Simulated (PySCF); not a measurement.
Geometries of 2 isomers of BFH5PSi, from PBE0-D3(BJ)/def2-SVP geometry optimisation, gas phase in PySCF. One conformer each, no zero-point energy, no frequencies.

**Question.** Which isomer lies lower at this level?
A.
```xyz
9
angstrom
B      1.788    0.258    0.035
P      0.398   -0.956   -0.042
Si    -1.478    0.201    0.265
F     -2.607   -0.744    0.956
H      2.742    0.129   -0.690
H      1.776    1.087    0.911
H      0.328   -1.476   -1.359
H     -2.051    0.682   -1.021
H     -1.160    1.308    1.204
```
B.
```xyz
9
angstrom
F      2.104    0.944    0.615
B      1.806   -0.234    0.087
P      0.376   -0.373   -1.163
Si    -1.262    0.642    0.013
H      2.518   -1.173    0.362
H      0.038   -1.734   -0.924
H     -1.394    0.130    1.410
H     -2.552    0.429   -0.706
H     -0.930    2.095    0.045
```

**Answer.** B. That is `FBP[SiH3]`, 8.1 kcal/mol below the other.

| SMILES | atoms numbered as above | E (Eh) | relative (kcal/mol) | relative (kJ/mol) | dipole (D) |
| --- | --- | --- | --- | --- | --- |
| FBP[SiH3] | [F:1][BH:2][PH:3][SiH3:4] | -757.91657 | 0.0 | 0.0 | 1.09 |
| BP[SiH2]F | [BH2:1][PH:2][SiH2:3][F:4] | -757.90368 | 8.1 | 33.8 | 1.48 |

As drawn, the lower has a B–F bond, which the higher lacks; the higher has an Si–F bond, which the lower lacks.
